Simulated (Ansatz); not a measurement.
Input file for Ansatz (a program for electronic structure): R-CCSD(T)/def2-TZVPP on BiH3Te2 (SMILES [TeH][BiH][TeH]), a point of a torsion scan. Elements past Kr take the def2 small-core potentials; no spin–orbit coupling. The run froze 27 orbitals, filled d shells among them.

Ansatz 0.2 input:
```yaml
crystal:
  periodic: [false, false, false]
  atoms:
    - {symbol: Te, position_ang: [-1.41624075, -1.26311441, 0.04468372]}
    - {symbol: Bi, position_ang: [0.31205146, 0.83995701, 0.79581194]}
    - {symbol: Te, position_ang: [-0.25512551, 2.51297090, -1.38034889]}
    - {symbol: H, position_ang: [-1.93537414, -0.49789475, -1.31977491]}
    - {symbol: H, position_ang: [-1.00500683, 1.67135786, 1.69856407]}
    - {symbol: H, position_ang: [1.24322586, 2.25519746, -2.04253526]}
basis:
  gaussian:
    orbitals: def2-TZVPP
magnetization: {spin_polarized: false}
correlation: {method: ccsd_t, electrons: outside_noble_gas}
scf: {lower_state_search: off}
```

Output:

```
WARN ansatz: RAYON_NUM_THREADS=1 ignored (pool sized by the plan → 1); use --threads N
Functional definition: HF
these checks for a lower state are left out or cut short: stability, starts, cluster_reference, orbital_swaps, neighbouring_geometries, increment
integrals: 0.75 GiB planned
1648 factors; integrals over basis functions are off by at most 7.7e-4 eV
mean field: 0.80 GiB planned
mean field evaluation 1: about -20389.4882 eV, gradient 1.5e1 eV
mean field evaluation 2: about -20389.5893 eV, gradient 1.5e1 eV
mean field evaluation 4: about -20390.7079 eV, gradient 2.6e0 eV
mean field evaluation 8: about -20390.7492 eV, gradient 3.3e-1 eV
mean field evaluation 16: about -20390.7499 eV, gradient 2.7e-6 eV
mean field -20390.74987621 eV, -749.3462366042 hartree, gradient 2.7e-6 eV, S^2 0.000000; 0 other end points of the search recorded, 0 dependent functions left out
27 core orbitals not correlated
reference -20390.74987621 eV, -749.3462366042 hartree; 10, 10 occupied and 155, 155 virtual orbitals, 1648 factors
second order -10.46895101 eV of doubles, -0.00000000 eV of singles
coupled cluster: 2.01 GiB planned
cycle   1  -11.29819417 eV  change   -8.3e-1 eV  update   9.3e-2
cycle   2  -11.67328358 eV  change   -3.8e-1 eV  update   3.1e-2
cycle   3  -11.72720471 eV  change   -5.4e-2 eV  update   1.3e-2
cycle   4  -11.72361820 eV  change    3.6e-3 eV  update   4.1e-3
cycle   5  -11.72283724 eV  change    7.8e-4 eV  update   1.5e-3
cycle   6  -11.72252965 eV  change    3.1e-4 eV  update   5.2e-4
cycle   7  -11.72251810 eV  change    1.2e-5 eV  update   1.8e-4
cycle   8  -11.72256537 eV  change   -4.7e-5 eV  update   7.2e-5
cycle   9  -11.72255899 eV  change    6.4e-6 eV  update   3.2e-5
cycle  10  -11.72254932 eV  change    9.7e-6 eV  update   1.4e-5
perturbative correction -0.53441498 eV, -0.0196393883 hartree
Total energy: -20403.00684051 eV, -749.7966717341 hartree
Checks for a lower state left out: stability, starts, cluster_reference, orbital_swaps, neighbouring_geometries, increment
```

Self-consistency was reached.

Cost: about 40 core-seconds (a rough figure).
